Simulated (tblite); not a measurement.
Compound: C4H7FNS (doublet state).
Cartesian coordinates in Å at the GFN2-xTB level; atoms count from 1:
```xyz
14
C4H7FNS angstrom
C     -0.9893   -1.1605   -0.1567
C     -0.2635    0.0704    0.3962
C     -0.5258    1.2999   -0.4722
F     -1.8475    1.6572   -0.3812
C      1.2054   -0.2007    0.4843
N      2.0440    0.4316   -0.2162
S      1.7491   -1.4354    1.5753
H     -2.0534   -0.9520   -0.2290
H     -0.8427   -2.0165    0.4982
H     -0.6110   -1.4080   -1.1465
H     -0.6385    0.2728    1.4066
H     -0.3168    1.0950   -1.5253
H      0.0651    2.1564   -0.1364
H      3.0241    0.1893   -0.1194
```

Method: GFN2-xTB as coded in tblite; computed harmonic values from a numerical Hessian at the method's own geometry, unscaled. Errors from tens to a few hundred cm⁻¹ against measured bands are possible. One conformer, not necessarily the lowest. Open shells enter through the occupations alone, without spin polarisation, and single modes of such species can be off by tens of per cent.

Harmonic wavenumbers (cm⁻¹): 34.8, 81.5, 153.5, 206.9, 225.7, 274.0, 323.7, 391.9, 442.1, 563.5, 736.0, 766.6, 884.4, 917.3, 958.4, 1046.4, 1066.9, 1117.3, 1124.4, 1151.6, 1214.3, 1264.0, 1279.0, 1333.0, 1404.8, 1446.9, 1486.4, 1490.0, 1620.1, 2929.1, 2965.4, 2972.4, 3036.5, 3038.2, 3052.6, 3377.6.

A = 4249, B = 1225, C = 1046 MHz; mass 120.028 u (most abundant isotopes); point group C1, symmetry number 1; spin multiplicity 2.

Task: Zero-point energy?

Result: Half the sum of the wavenumbers: 23189 cm⁻¹ = 277.40 kJ/mol.

Task: What is S at 350 K and 1 bar for an ideal gas of classical rigid rotors and harmonic oscillators?

Result: Translation 171.90, rotation 121.12, vibration 110.54, spin (R ln 2) 5.76: S = 409.3 J/(mol K).

Task: And Cp and H(350 K) − H(0)?

Result: Cp = 140.96 J/(mol K), of which vibrations give 107.71 (their classical limit is 36 R = 299.3); H(350 K) − H(0) = 31.28 kJ/mol without the zero-point energy, 19.64 from vibrations.

Task: How do the functions run with temperature in this model?

Result: 
```json
{"T (K)": "100", "S (J/(mol K))": "286.7", "Cp (J/(mol K))": "68.4", "H − H(0) (kJ/mol)": "5.00", "G − H(0) (kJ/mol)": "-23.67", "ln q(vib)": "1.55"}
{"T (K)": "200", "S (J/(mol K))": "343.7", "Cp (J/(mol K))": "98.0", "H − H(0) (kJ/mol)": "13.39", "G − H(0) (kJ/mol)": "-55.35", "ln q(vib)": "3.59"}
{"T (K)": "300", "S (J/(mol K))": "388.7", "Cp (J/(mol K))": "126.5", "H − H(0) (kJ/mol)": "24.60", "G − H(0) (kJ/mol)": "-92.02", "ln q(vib)": "5.58"}
{"T (K)": "500", "S (J/(mol K))": "466.4", "Cp (J/(mol K))": "179.8", "H − H(0) (kJ/mol)": "55.45", "G − H(0) (kJ/mol)": "-177.74", "ln q(vib)": "9.39"}
{"T (K)": "800", "S (J/(mol K))": "563.3", "Cp (J/(mol K))": "231.7", "H − H(0) (kJ/mol)": "117.90", "G − H(0) (kJ/mol)": "-332.71", "ln q(vib)": "14.78"}
{"T (K)": "1000", "S (J/(mol K))": "617.5", "Cp (J/(mol K))": "254.0", "H − H(0) (kJ/mol)": "166.58", "G − H(0) (kJ/mol)": "-450.90", "ln q(vib)": "18.10"}
```

q(vib) and H(0) count from the zero-point level.

Task: Blend soft modes into free rotors: weight 1/[1 + (100 cm⁻¹/ν̃)⁴] for the oscillator and the rest for a rotor with moment μB/(μ + B), μ = h/(8π²ν), B = 10⁻⁴⁴ kg m². What vibrational entropy results?

Result: 100.20 J/(mol K) in place of 110.54, which changes −T·S at 350 K by +3.62 kJ/mol.

Task: What must be added to the electronic energy to get the Gibbs energy at 350 K and 1 bar?

Result: ZPE + [H(350 K) − H(0)] − T·S = 277.40 + 31.28 − 143.26 = 165.42 kJ/mol.

Hindered rotation and anharmonicity are outside this model. Other conformers, if any are populated, would add a mixing term that is left out. The structure is chiral; the term R ln 2 for an equal mix with its mirror image is left out.

The run took 0.33 s wall on one thread, Arm Neoverse V2 (aarch64), on a shared host. The figure is for the frequency step alone.
